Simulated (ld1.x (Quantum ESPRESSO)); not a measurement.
# nitrogen: variants of one PAW potential

Base potential:

* Element: nitrogen
* Generator: ld1.x (Quantum ESPRESSO) 7.5
* Type: PAW
* Functional: PBE
* Relativity: scalar-relativistic
* Frozen core: [He]
* Valence charge: 5
* Reference configuration: 2s2 2p2.75 (charge +0.25)
* Partial waves: 2s (bound): rcut 0.65, rcutus 0.75 bohr; 2s channel at 3.2 Ry: rcut 0.65, rcutus 0.75 bohr; 2p (bound): rcut 1.40, rcutus 1.50 bohr; 2p channel at 2.25 Ry: rcut 1.40, rcutus 1.50 bohr
* Local potential: all-electron potential smoothed inside 1.15 bohr (lloc = -1)
* Core correction: a·sin(br)/r model core, default radius (core density twice the valence density)
* Augmentation charge: GAUSS, radius 0.70 bohr

Cutoffs, loose and tight: the cutoffs (Ry, on a coarse ladder) from which the occupation-weighted sum of valence levels, in a spherical-Bessel basis at the reference potential, stays within 10 and 1 mRy of its value at 400 Ry. They do not see the model core or the augmentation charge, which bear on the density cutoff. Test errors are all-electron minus pseudo excitation energies from the reference, over the configurations 2s2 2p3; 2s2 2p2; 2s2 2p1; 2s1 2p4; 2s2 2p0; 2s0 2p5; 2s1 2p3. A dash means not determined; rows that change the core or the reference have their own tests.

A true bound ghost makes a file unfit for plane-wave use even where its test errors are small: the radial tests pick states by their node count and pass the ghost by.

The default core radius of the base comes out at 0.41 bohr.

```tsv
change	outcome	cutoff, loose	cutoff, tight	bound ghosts	largest test error (meV)
base	generated	70 Ry	80 Ry	s	-18
core correction a·sin(br)/r model core inside 0.32 bohr	generated	70 Ry	80 Ry	s	-17
core correction a·sin(br)/r model core inside 0.42 bohr	generated	70 Ry	80 Ry	s	-18
core correction a·sin(br)/r model core inside 0.46 bohr	generated	70 Ry	80 Ry	s	-18
core correction a·sin(br)/r model core inside 0.62 bohr	generated	70 Ry	80 Ry	s	-27
core correction a·sin(br)/r model core inside 0.74 bohr	generated	70 Ry	80 Ry	s	-26
core correction a·sin(br)/r model core inside 0.82 bohr	generated	70 Ry	80 Ry	s	-27
core correction a·sin(br)/r model core inside 0.88 bohr	generated	70 Ry	80 Ry	s	-29
```

(1) What comes out with this change to the base: core correction a·sin(br)/r model core inside 0.56 bohr?

(2) What comes out with this change to the base: core correction a·sin(br)/r model core, default radius (ld1.x builds one for every PAW set, though the input has nlcc=.false.)?

Answers

(1) outcome: generated; cutoff, loose: 70 Ry; cutoff, tight: 80 Ry; bound ghosts: s; largest test error (meV): -22.

(2) outcome: generated; cutoff, loose: 70 Ry; cutoff, tight: 80 Ry; bound ghosts: s; largest test error (meV): -32.
